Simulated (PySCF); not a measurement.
Compound: C₃H₅O₃S (doublet state).
Z-matrix (Å and degrees, GFN2-xTB geometry), rows numbered from 1:
```
C 
C   1  1.3639
C   2  1.3641  1  130.63
S   2  1.8000  1  115.10  3   177.81
O   4  1.4328  2  111.35  1    17.41
O   4  1.4249  2  110.36  1   152.15
O   4  1.6230  2   99.27  1   -94.29
H   1  1.0761  2  121.97  3     0.92
H   1  1.0739  2  119.01  3   179.17
H   3  1.0736  2  118.77  1  -178.93
H   3  1.0762  2  121.98  1     0.12
H   7  0.9588  4  109.76  2   117.28
```

The hyperfine couplings belong to this conformer and change with its torsions.

Identity: `[CH2]C(=C)S(=O)(=O)O` [radical].

Method used: PySCF, UKS B3LYP, pcH-1 on C H O S, non-relativistic, mean-field spin-orbit, GIAO. One conformer (not necessarily the lowest) at the GFN2-xTB geometry, without solvent, vibrations or thermal averaging. The geometry wasn't refined by DFT: couplings that depend on bond lengths, twists or pyramidal angles can differ widely from those at the functional's own minimum. No stability test was run, so a lower SCF solution isn't excluded. ⟨S²⟩ is 0.778 where a pure state has 0.75.

Largest spin populations (Mulliken): C3 (+0.70), C1 (+0.69) and C2 (-0.27). The positive populations add up to 1.39 and the negative ones to -0.39, together 2S = 1. The angles at C3 add up to 360.0°, so it is planar; its axial dipolar tensor and the negative couplings of its protons fit spin in a p orbital normal to that plane.

(1) Test a(H) = Q·ρ(C) for the protons on planar carbons with a spin population beyond ±0.08.

Results:

(1) 
```
  H   C    ρ(C)  a(H) (G)  a/ρ (G)
 H8  C1  +0.690    -14.70    -21.3
 H9  C1  +0.690    -15.41    -22.3
H10  C3  +0.697    -15.65    -22.4
H11  C3  +0.697    -14.90    -21.4
```

A least-squares line through the origin gives Q = -21.9 G with Mulliken populations. In McConnell's picture π spin on carbon polarises the C–H bond and leaves opposite spin at the proton, which makes Q negative, as found here.

Couplings in gauss use g_iso = 2.0027.

Hardware: one thread, Arm Neoverse V2 (aarch64), no GPU, shared host. Cost: 55 s (with the writing of density and orbital grids), 0.85 GiB resident at most.
